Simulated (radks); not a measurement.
The numbers below are computed, except where a source is named.
Task: The magnesium ion Mg+, [Ne] 3s1. Level of theory: non-relativistic Kohn-Sham, exchange-only B88, spin-polarised, spherical densities, point nucleus (a radial shooting solver on a logarithmic mesh with Libxc functionals). Every spin shell is full or empty, so the densities are truly spherical. Functionals are evaluated on that one density, not self-consistently. Rank these exchange functionals by their error against the exact value of the orbitals, and give that value: LDA, PBEsol, SOGGA, B86b, SCAN, MS2, Tao-Mo, TASK.

Result: Exact: -15.8112 hartree. From best to worst, with 100 (|E| - |E exact|)/|E exact| (equal figures are ties): Tao-Mo +0.16, B86b +0.24, MS2 +0.33, SCAN +0.38, TASK -2.73, PBEsol -3.62, SOGGA -3.67, LDA -8.56.
